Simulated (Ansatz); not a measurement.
Geometry optimisation, Ansatz 0.2.0, UKS PBE-D4/cc-pVDZ.

The input (input.yaml):

```yaml
crystal:
  periodic: [false, false, false]
  atoms:
    - { symbol: B, position_ang: [0.35165, -0.257288, 0.182792] }
    - { symbol: Cl, position_ang: [1.13513, 0.010025, 1.845828] }
    - { symbol: O, position_ang: [1.267664, -0.317962, -0.819975] }
    - { symbol: H, position_ang: [0.829758, -0.465629, -1.68259] }
    - { symbol: O, position_ang: [-0.97907, -0.364889, 0.106448] }
    - { symbol: H, position_ang: [-1.379208, -0.284342, 1.036442] }
    - { symbol: F, position_ang: [-1.435824, -0.118516, 2.584655] }
magnetization:
  spin_polarized: true
  initial_magnetization: 1
basis:
  gaussian: { orbitals: cc-pVDZ }
hamiltonian:
  xc: pbe
  dispersion: d4
relax:
  f_tol: 0.03
  max_steps: 50
```

Launched with:

```bash
$ ansatz run input.yaml --threads 2 --pin off --max-ram 3072MiB --backend cpu --events-out ev --progress --plain --runs-dir out
```

Q: Where does it end, and by what steps?

A: It converged. After 5 steps the energy has fallen by 0.203 eV; F7 moved furthest, 0.26 Å.

| step | energy less start (eV) | largest force component (eV/Å) | accepted |
| --- | --- | --- | --- |
| 0 | 0.0000 | 0.656 | yes |
| 1 | -0.1847 | 0.300 | yes |
| 2 | -0.1575 | 0.715 | no |
| 3 | -0.1864 | 0.580 | yes |
| 4 | -0.2010 | 0.153 | yes |
| 5 | -0.2027 | 0.014 | yes |

```xyz
7
Properties=species:S:1:pos:R:3
B 0.303 -0.267 0.182
Cl 0.970 -0.006 1.893
O 1.264 -0.311 -0.776
H 0.859 -0.449 -1.656
O -1.025 -0.383 0.057
H -1.403 -0.296 0.995
F -1.179 -0.086 2.559
```

The run took 20 s on 2 threads of Arm Neoverse V1 (shared host), peak memory 0.17 GiB.
